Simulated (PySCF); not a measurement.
Method: PySCF with PBE-D3(BJ)/def2-TZVP // PBE0-D4/def2-SVP. Isolated molecules, 0 K electronic values unless said otherwise. Excitations are Tamm–Dancoff values on a coarser integration grid. The basis has no diffuse functions, so Rydberg states are missing or too high.

Reference species (SMILES): `[SiH3]c1c(Cl)ccc2ccccc12` (neutral, multiplicity 1).

```json
{
 "dipole_moment": "2.00 D",
 "T1 excitation (TDA)": "2.86 eV"
}
```

Changed species: `[SiH3]c1ccc2cc(Cl)ccc2c1`.

Predict the effect on the dipole moment and T1 excitation (TDA).

the dipole moment falls by 1.45 D, to 0.55 D; the T1 excitation (TDA) goes up by 0.03 eV, to 2.89 eV.
